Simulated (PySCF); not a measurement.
Computed shifts of a molecule C3H8OSi2, PBE0/pcSseg-1 (PySCF), GIAO, gas phase, atoms alike by connectivity averaged where their shifts nearly agree, in ppm (number of nuclei): ²⁹Si: -27.5 (1), -65.9 (1). ¹³C: 175.4 (1), 90.9 (1), 57.9 (1). ¹H: 7.29 (1), 5.24 (1), 5.06 (1), 4.96 (1), 4.33 (1), 4.25 (3). References: ²⁹Si against TMS (σ = 352.7 ppm); ¹³C against TMS (σ = 186.3 ppm); ¹⁷O against H2O (σ = 334.2 ppm); ¹H against TMS (σ = 31.56 ppm), references at their B3LYP-D3(BJ)/def2-TZVP geometries, non-relativistic. Coordinates come from a B3LYP-D3(BJ)/def2-SVP optimisation. Other conformers were not sampled.

Q: Identify the compound among the candidates.
(A) C=C[Si@H]1C[SiH2]O1
(B) [SiH3][C@H]1OC=C[SiH2]1
(C) C=C=C[SiH2][SiH2]O
(D) C#C[SiH2]OC[SiH3]

A: B, [SiH3][C@H]1OC=C[SiH2]1
